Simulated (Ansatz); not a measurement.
Input (CCSDT(Q)/def2-TZVPP; Ansatz, an electronic-structure program):

Ansatz 0.2 input:
```yaml
crystal:
  periodic: [false, false, false]
  atoms:
    - {symbol: Ga, position_ang: [-0.82232076, -1.27459553, 0.21798520]}
    - {symbol: H, position_ang: [-0.26136886, -2.27163561, 1.27719700]}
    - {symbol: H, position_ang: [-2.11193707, -1.40698381, -0.64806832]}
    - {symbol: I, position_ang: [0.52575943, 0.81492605, -0.13937113]}
basis:
  gaussian:
    orbitals: def2-TZVPP
magnetization: {spin_polarized: false}
correlation: {method: ccsdt_q, electrons: outside_noble_gas}
```

Output:

```
Functional definition: HF
integrals: 0.33 GiB planned
1704 factors; integrals over basis functions are off by at most 2.1e-7 eV
mean field: 0.81 GiB planned
mean field evaluation 1: about -60438.9847 eV, gradient 1.3e1 eV
mean field evaluation 2: about -60439.0126 eV, gradient 1.3e1 eV
mean field evaluation 4: about -60439.7026 eV, gradient 2.1e0 eV
mean field evaluation 8: about -60439.7165 eV, gradient 1.9e-1 eV
mean field evaluation 16: about -60439.6764 eV, gradient 5.9e-1 eV
mean field -60439.71665622 eV, -2221.1186196048 hartree, gradient 8.6e-6 eV, S^2 0.000000; 0 other end points of the search recorded, 0 dependent functions left out
23 core orbitals not correlated
reference -60439.71665622 eV, -2221.1186196048 hartree; 6, 6 occupied and 97, 97 virtual orbitals, 1704 factors
second order -5.88848437 eV of doubles, -0.00000000 eV of singles
coupled cluster: 2.46 GiB planned
cycle   1  -6.45254400 eV  change   -5.6e-1 eV  update   7.8e-2
cycle   2  -6.83926677 eV  change   -3.9e-1 eV  update   3.3e-2
cycle   3  -6.96536420 eV  change   -1.3e-1 eV  update   1.7e-2
cycle   4  -6.94029973 eV  change    2.5e-2 eV  update   5.3e-3
cycle   5  -6.94222345 eV  change   -1.9e-3 eV  update   3.2e-3
cycle   6  -6.94453108 eV  change   -2.3e-3 eV  update   9.5e-4
cycle   7  -6.94405088 eV  change    4.8e-4 eV  update   5.0e-4
cycle   8  -6.94388973 eV  change    1.6e-4 eV  update   1.5e-4
cycle   9  -6.94401061 eV  change   -1.2e-4 eV  update   6.3e-5
cycle  10  -6.94400522 eV  change    5.4e-6 eV  update   2.2e-5
cycle  11  -6.94398874 eV  change    1.6e-5 eV  update   8.5e-6
cycle  12  -6.94398938 eV  change   -6.4e-7 eV  update   3.7e-6
cycle  13  -6.94398969 eV  change   -3.2e-7 eV  update   1.2e-6
cycle  14  -6.94399093 eV  change   -1.2e-6 eV  update   5.5e-7
cycle  15  -6.94399136 eV  change   -4.3e-7 eV  update   1.9e-7
perturbative correction -0.00991565 eV, -0.0003643933 hartree
Total energy: -60446.67056323 eV, -2221.3741709740 hartree
```
